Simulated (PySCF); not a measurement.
Bond curve of MoN⁻

Set-up: PySCF, scalar-relativistic core potentials, basis sets Mo def2-TZVPPD with ECP28, N def2-TZVPPD. Energies in eV from Mo⁻ (4d5 5s2) + N in their ground configurations at the same level. State: ³Σ⁻ (triplet), unpaired electrons δ ↑↑.

```json
{"R (Å)": "1.401", "M06": "-4.217"}
{"R (Å)": "1.466", "M06": "-5.349"}
{"R (Å)": "1.531", "M06": "-5.971"}
{"R (Å)": "1.580", "M06": "-6.183"}
{"R (Å)": "1.629", "M06": "-6.225"}
{"R (Å)": "1.678", "M06": "-6.136"}
{"R (Å)": "1.743", "M06": "-5.864"}
{"R (Å)": "1.825", "M06": "-5.367"}
{"R (Å)": "1.922", "M06": "-4.682"}
{"R (Å)": "2.053", "M06": "-3.831"}
```

**Question.** Put a parabola through the three lowest points of the M06 curve and estimate Re, k and ωe (reduced mass 12.25 u; 1 eV/Å² = 0.16022 mdyn/Å; ωe = 1302.8·√(k/μ) cm⁻¹).

**Answer.** Through R = 1.58, 1.629, 1.678 Å the second-order coefficient is 27.3 eV/Å², so Re ≈ 1.620 Å, k ≈ 8.74 mdyn/Å and ωe ≈ 1101 cm⁻¹. A polynomial fit of higher order to the unrounded M06 energies gives Re = 1.619 Å, k = 9.34 mdyn/Å, ωe = 1137 cm⁻¹; anharmonicity and rounding make the difference.

The higher-order fit for each curve: M06: Re = 1.619 Å, ωe = 1137 cm⁻¹, De = 6.23 eV.

The metal atom is held in its measured ground configuration; semilocal functionals can put another filling of s and d lower by some tenths of an eV, and De to that atom would be smaller. ⟨S²⟩ of the unrestricted solution departs from its pure value on part of the curve, where spin states mix. These are scalar-relativistic numbers at best; spin–orbit coupling would shift them, the dissociation energy most. For an ion De counts to the pair picked by the measured ionisation energies or electron affinities, which need not be the lowest pair at this level. The highest Kohn–Sham level is positive in this anion. Much of that is self-interaction error, but it also means that the finite basis helps to hold the extra electron. The state is the lowest single determinant that the PBE0 search found; with open d or f shells the true ground state can be another one.
